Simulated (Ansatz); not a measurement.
`CO[SiH]([SiH3])Cl` → `[SiH3]Cl` + `CO[SiH]` at 700 K and 1 bar (silylene formation by 1,1-elimination).

Gas-phase electronic energies from Ansatz, PBE0-D4/def2-TZVP geometries. CBS: MP2 limit from def2 TZ/QZ plus the TZ coupled-cluster correction, frozen cores. This one scheme is used for every species. One conformer a species, not always the lowest.

| species | CCSD(T)/CBS energy (Eh) | H − E (kJ/mol) | S (J/(mol·K)) |
| --- | --- | --- | --- |
| `CO[SiH]([SiH3])Cl` | -1155.45034 | 297.7 | 530.2 |
| `[SiH3]Cl` | -750.69636 | 107.0 | 306.3 |
| `CO[SiH]` | -404.67988 | 177.5 | 349.5 |

H − E and S are ideal-gas, rigid-rotor, harmonic terms from PBE0-D4/def2-TZVP, for one conformer and one mirror image of each species. 1 Eh = 2625.50 kJ/mol, R = 8.31446 J/(mol·K).

Question: By hand: ΔE, ΔH, ΔS and ΔG.

Answer: ΔE = (-750.69636) + (-404.67988) − (-1155.45034) = 0.07410 Eh = 194.5 kJ/mol. Δ(H − E) = 107.0 + 177.5 − 297.7 = -13.2, so ΔH = 181.3 kJ/mol. ΔS = 306.3 + 349.5 − 530.2 = 125.6 J/(mol·K). ΔG = 181.3 − 700 × (125.6)/1000 = 93.4 kJ/mol.

Question: By hand: the equilibrium constant, and the temperature at which ΔG would vanish if ΔH and ΔS stayed fixed.

Answer: log₁₀ K = −ΔG/(RT ln 10) = -7.0. ΔG = 0 at ΔH/ΔS = 1443 K.

The number of gas molecules changes by +1, which sets the sign of ΔS. A doubt of 5 kJ/mol in ΔE shifts log₁₀ K by 0.4 here. Other conformers and mirror images would add mixing entropy, several J/(mol·K) or more a flexible species. These are equilibria of isolated gas molecules and say nothing of rates. Largest T1 diagnostic: 0.015 (customary marks: 0.02 for closed shells, 0.045 for open ones).
